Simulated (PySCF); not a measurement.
Two species compared at the same levels of theory.

First species: C3H3F3SSi.
Structure used (GFN2-xTB), in Å, numbered top down from 1:
```xyz
11
C3H3F3SSi angstrom
F     -1.060   -2.056    0.719
Si    -1.615   -0.603    0.312
C     -0.028    0.499    0.375
F     -0.408    1.837    0.278
C      0.941    0.167   -0.717
F      0.390   -0.295   -1.875
C      2.230    0.338   -0.580
S      3.729    0.562   -0.236
H     -2.162   -0.696   -1.024
H     -2.496   -0.172    1.381
H      0.485    0.421    1.341
```

Second species: C₃H₃F₃SSi.
Atom-mapped SMILES: `[F:1][C:2]([F:3])([F:4])[C:5]#[C:6][SiH2:7][SH:8]` (hydrogens: H9, H10 on Si7; H11 on S8)

Levels: CAM-B3LYP/def2-SVPD for dipole moment, HOMO energy, LUMO energy, HOMO–LUMO gap, static isotropic polarisability and electronic spatial extent ⟨r²⟩ about the centre of nuclear charge; TDDFT CAM-B3LYP/def2-SVPD for lowest singlet excitation; TDA CAM-B3LYP/def2-SVPD for lowest triplet excitation (Tamm–Dancoff); GFN2-xTB for rotational constant A and rotational constant C. Geometries: GFN2-xTB. Each species is one conformer at its optimised geometry, gas phase, non-relativistic unless stated; the electronic structure was computed with PySCF and density fitting.

The conformers computed, where there is a choice (atom-mapped SMILES and torsion angles):
- `[F:1][SiH2:2][C@H:3]([F:4])[C:5]([F:6])=[C:7]=[S:8]`: F1–Si2–C3–F4 -169°, Si2–C3–C5–F6 31°
- `[F:1][C:2]([F:3])([F:4])[C:5]#[C:6][SiH2:7][SH:8]`: H–S8–Si7–C6 -58°

Q: Which of the two has the higher ⟨r²⟩, and by how much?

A: The second: 2171 bohr² against 1655 bohr², a difference of 516 bohr².

Q: Which of the two has the higher dipole moment, and by how much?

A: The second: 2.42 D against 0.91 D, a difference of 1.51 D.

Q: Which has the higher rotational constant C?

A: The first: 0.662 GHz against 0.466 GHz, a difference of 0.196 GHz.

Q: Which of the two has the higher LUMO energy, and by how much?

A: The second: -0.34 eV against -2.16 eV, a difference of 1.82 eV.

Q: Which has the higher T1 energy?

A: The second: 4.85 eV against 1.45 eV, a difference of 3.40 eV.

Q: Which of the two has the higher rotational constant A, and by how much?

A: The second: 3.226 GHz against 2.348 GHz, a difference of 0.878 GHz.

Q: Which of the two has the higher S1 energy, and by how much?

A: The second: 5.75 eV against 1.84 eV, a difference of 3.91 eV.

Q: Which of the two has the higher HOMO–LUMO gap, and by how much?

A: The second: 8.88 eV against 6.04 eV, a difference of 2.84 eV.

On the first: A dipole of 0.91 D is allowed in C1, and pure rotational transitions are dipole-allowed. S1 lies 4.20 eV below the HOMO–LUMO gap; its leading configuration is HOMO→LUMO, weight 0.99.

On the second: S1 lies 3.13 eV below the HOMO–LUMO gap; its leading configuration is HOMO→LUMO, weight 0.89. No computed singlet falls in the visible range (750 to 380 nm, 1.65 to 3.26 eV); S1 lies 2.49 eV above its blue end.
